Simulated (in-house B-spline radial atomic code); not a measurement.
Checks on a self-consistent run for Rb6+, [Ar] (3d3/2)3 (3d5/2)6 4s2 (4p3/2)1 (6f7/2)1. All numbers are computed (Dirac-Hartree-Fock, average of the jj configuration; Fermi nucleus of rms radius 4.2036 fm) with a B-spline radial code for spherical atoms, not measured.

| orbital | q | ε (Eh) | <1/r> | <r²> | small-component weight |
| --- | --- | --- | --- | --- | --- |
| 1s1/2 | 2 | -566.88348 | 37.8811 | 0.00218595 | 0.018065 |
| 2s1/2 | 2 | -82.21769 | 8.53623 | 0.0369773 | 0.0036392 |
| 2p1/2 | 2 | -74.69346 | 8.47185 | 0.028406 | 0.0036078 |
| 2p3/2 | 4 | -72.49826 | 8.16095 | 0.0298469 | 0.003513 |
| 3s1/2 | 2 | -16.94335 | 2.87031 | 0.287769 | 0.00092725 |
| 3p1/2 | 2 | -14.08238 | 2.74648 | 0.294686 | 0.00086598 |
| 3p3/2 | 4 | -13.84374 | 2.68397 | 0.30443 | 0.00084894 |
| 3d3/2 | 3 | -9.08315 | 2.46981 | 0.30302 | 0.00073753 |
| 3d5/2 | 6 | -9.04423 | 2.45185 | 0.306776 | 0.00073102 |
| 4s1/2 | 2 | -4.83298 | 1.06084 | 1.7875 | 0.00021018 |
| 4p3/2 | 1 | -4.11664 | 0.968803 | 2.09874 | 0.00018577 |
| 6f7/2 | 1 | -0.71992 | 0.21859 | 46.5959 | 2.3323e-05 |

Electron-electron repulsion V_ee = 1011.8015 hartree.

Q: What total energy follows from the eigenvalues?

A: The eigenvalues count the repulsion twice, so E = Σqε - V_ee = -1951.026 - 1011.801 = -2962.828 hartree; the run printed -2962.828.

Q: Does the Dirac virial theorem hold?

A: For a point nucleus E = -2c²Σq·w, with w the small-component weight. Here Σq·w = 0.078886 and c = 137.0360, so the ratio E/(-2c²Σq·w) is 1.000018; the finite nucleus accounts for the departure from 1.

Q: What diamagnetic shielding (Lamb formula) and susceptibility (Langevin formula) do the radii give?

A: σ = (α²/3)Σq<1/r> = 189.821/(3·137.036²) = 3369.4 ppm, and χ = -0.79199×10⁻⁶·Σq<r²> = -45.66×10⁻⁶ cm³/mol with Σq<r²> = 57.656 bohr². Both are non-relativistic formulas without the paramagnetism of open shells.
